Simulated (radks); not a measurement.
Results of a calculation; reference values are marked as such.
Spherical quantum dot in the effective-mass picture: electrons in a parabolic well V = omega^2 r^2 / 2 with omega = 3.45, with a point charge +2 (a donor) at the centre, all in effective atomic units (hartree* = m*/eps^2 hartree, bohr* = eps/m* bohr), one dielectric constant everywhere. Level of theory: non-relativistic Kohn-Sham, LDA (Slater exchange, Perdew-Wang correlation), spin-polarised, spherical densities (a radial shooting solver with Libxc functionals). Levels are named by radial order and angular momentum (1s, 1p, 1d, 2s, ...), and open shells are averaged over m.

N = 24, configuration 1s2 1p6 1d10 2s2 1f(up 4, down 0). This is the lowest configuration that the search found. Occupied and some empty levels:

level,occupation,eigenvalue (hartree*),<r> (bohr*)
1s up,1,23.440,0.6128
1s down,1,23.471,0.6078
1p up,3,26.557,0.9612
1p down,3,26.638,0.9562
2s up,1,28.178,1.016
2s down,1,28.265,1.017
1d up,5,29.004,1.150
1d down,5,29.108,1.148
1f up,4,31.477,1.290
2p up,0,31.531,1.157
1f down,0,31.591,1.290
2p down,0,31.610,1.159
1g up,0,34.044,1.406
1g down,0,34.160,1.407
2d up,0,34.419,1.294
2d down,0,34.496,1.296

Energy (hartree*): total 445.917, kinetic 100.54, external 126.91, Hartree 240.43, exchange-correlation -21.963.

Electron density:

r (bohr*),n(r) (e/bohr*^3)
0.159,6.786
0.329,3.575
0.500,2.400
0.670,2.204
0.841,2.213
1.01,1.995
1.18,1.493
1.35,0.9044
1.52,0.4366
1.69,0.1654
1.86,0.04956
2.03,0.01158
2.20,0.002150
